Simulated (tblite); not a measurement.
C₅H₆FOS (doublet state).
Numbering: `[O:1]=[CH:2][CH2:3][CH2:4][C@@H:5]([F:6])[C:7]=[S:8]` (hydrogens: H9 on C2; H10, H11 on C3; H12, H13 on C4; H14 on C5)

Computed geometry: GFN2-xTB, gas phase. This method treats the open shell by occupation alone, without spin polarisation.

**Question.** Give the optimised bond lengths and angles.

**Answer.** 
| bond | length (Å) | order |
| --- | --- | --- |
| O1=C2 | 1.199 | double |
| C2–C3 | 1.501 | single |
| C3–C4 | 1.527 | single |
| C4–C5 | 1.535 | single |
| C5–F6 | 1.406 | single |
| C5–C7 | 1.450 | single |
| C7=S8 | 1.570 | double |
| C2–H9 | 1.108 | single |
| C3–H10 | 1.093 | single |
| C3–H11 | 1.094 | single |
| C4–H12 | 1.090 | single |
| C4–H13 | 1.091 | single |
| C5–H14 | 1.100 | single |

Orders are formal, as drawn. A selection of angles:
| angle | degrees |
| --- | --- |
| O1–C2–C3 | 125.7 |
| C2–C3–C4 | 113.3 |
| C3–C4–C5 | 111.3 |
| C4–C5–F6 | 108.3 |
| C4–C5–C7 | 111.2 |
| F6–C5–C7 | 113.4 |
| C5–C7–S8 | 137.6 |

Torsions: O1–C2–C3–C4 0° (synperiplanar); C2–C3–C4–C5 70° (synclinal); C3–C4–C5–F6 58° (synclinal); C4–C5–C7–S8 -123° (anticlinal).

The C–C distances run from 1.450 Å (C5–C7, drawn single) to 1.535 Å (C4–C5, drawn single), a spread of 0.085 Å. C7 (carbon bonded to C and S) is bent (angle 137.6°). C2 (carbon bonded to C, O and H) is planar (angles 125.7°, 121.2° and 113.1°, sum 360.0°, 0.00 Å off the plane of its three neighbours). Of the pairs four or more bonds apart, O1···H14 is among the closest relative to their van der Waals radii: 2.45 Å, 90 % of the sum of Bondi's values.

Point group: C1 (no symmetry element, even within 0.4 Å). Its GFN2-xTB frequencies are all real (lowest 45 cm⁻¹). 3 starts were optimised and ended at 0.00, 2.14 and -40.07 kcal/mol (GFN2-xTB); the lowest of these is shown.

Time: 0.39 s of wall time. Hardware: Arm Neoverse V2, one thread, shared host with 96 logical CPUs at a one-minute load of 22. This is the geometry optimisation.

One conformer stands for the species.
